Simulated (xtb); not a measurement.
B(F)2(SH) (BF₂HS), SMILES FB(F)S. All values are semi-empirical tight-binding results from xtb (GFN2-xTB unless named), good for trends rather than for accurate numbers. Coordinates come from a GFN2-xTB optimisation. Other conformers were not sampled.

Optimised geometry:

Bonded distances (Å): B1–F2 1.313, B1–F3 1.319, B1–S4 1.783, S4–H5 1.328. Angles (°): F2–B1–F3 115.8, F2–B1–S4 122.1, F3–B1–S4 122.0, B1–S4–H5 95.9.
Charge 0, spin multiplicity 1.

```json
{
  "point_group_as_xtb_finds_it": "Cs",
  "orbital_gap": "4.99 eV",
  "zero_point_energy": "11.2 kcal/mol",
  "G − E(el) at 298.15 K (modified RRHO)": "-6.1 kcal/mol",
  "static polarisability (D4 model)": "39.0 bohr³",
  "solvation energy, GFN2-xTB/ALPB(water)": "-2.1 kcal/mol",
  "solvation energy, GFN2-xTB/ALPB(ether)": "-3.5 kcal/mol"
}
```

### Question
Give the atomic charges and the Wiberg bond orders between heavy atoms. (The exact figures need the calculation; the answer reports its results.)

### Answer
charges (e) B1 0.55, F2 -0.25, F3 -0.26, S4 -0.24, H5 0.19. Bond orders B1–F2 1.08, B1–F3 1.06, B1–S4 1.19.
